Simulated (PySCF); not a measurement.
Polarisability and C₆ of Al⁺ (aluminium, charge +1)

[Ne] 3s2, closed-shell 1S. All numbers are calculated (PySCF 2.14, scalar relativity by spin-free X2C-1e, in aug-cc-pCVTZ-DK). Coupled (time-dependent) response in atomic units; α is the mean over directions.

```csv
method,mean α (bohr³),C₆ (like pair),S(−4)
UHF,26.08,137.6,370.0
PBE,24.02,121.0,318.6
PBE0,24.49,124.7,330.3
revPBE,24.58,125.1,333.7
TPSSh,25.21,131.1,344.6
```

S(−4) is the Cauchy moment in α(ω) = α(0) + S(−4) ω² + …

α(iu) at TPSSh:

```
u (hartree)  α(iu) (bohr³)
          0          25.21
     0.0500          24.38
      0.100          22.18
      0.200          16.34
      0.300          11.40
      0.500          5.891
      0.750          3.133
       1.00          1.965
       1.50          1.035
       2.00         0.6755
       3.00         0.3861
       5.00         0.1976
```

A single London oscillator, α(iu) = α/(1 + u²/ω²), gives C₆ = (3/4) ω α². Matching the computed C₆ needs ω = 4 × 131.1 / (3 × 25.21²) = 0.275 hartree.

For an ion, C₆ is the dispersion term alone; charge-induced terms of lower order in 1/R come first.
